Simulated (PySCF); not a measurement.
## [Hg(H2O)]2+: from a saddle point downhill

PySCF 2.14.0, RKS PBE0, Hg def2-SVP with ECP60, O def2-SVP, H def2-SVP; non-relativistic Hamiltonian with scalar-relativistic core potentials where named; density fitting; no spin-orbit coupling. Relaxed within the symmetry of its start, the geometry (C2v) is

```xyz
4

Hg    0.0000    0.0000   -0.1757
O     0.0000    0.0000    1.9088
H     0.8158    0.0000    2.4625
H    -0.8158    0.0000    2.4625
```

and its lowest harmonic modes are -280, 460, 781, 1569, 3564, 3662 cm⁻¹ (negative: unstable). It was moved along the lowest mode and relaxed again, within the group Cs that the move left.

Where does it end, and how much lower?

In Cs, 0.008 eV lower, after 3 steps:
```xyz
4

Hg    0.0000    0.0024   -0.1655
O     0.0000    0.0088    1.9330
H     0.8078   -0.2360    2.4453
H    -0.8078   -0.2360    2.4453
```

How do the contacts change?


| contact | saddle (Å) | end (Å) |
| --- | --- | --- |
| Hg1–O2 (H2O) | 2.085 | 2.098 |


Is the end a minimum?

Yes; lowest modes 362, 476, 811, 1579, 3552, 3641 cm⁻¹.

State: singlet.
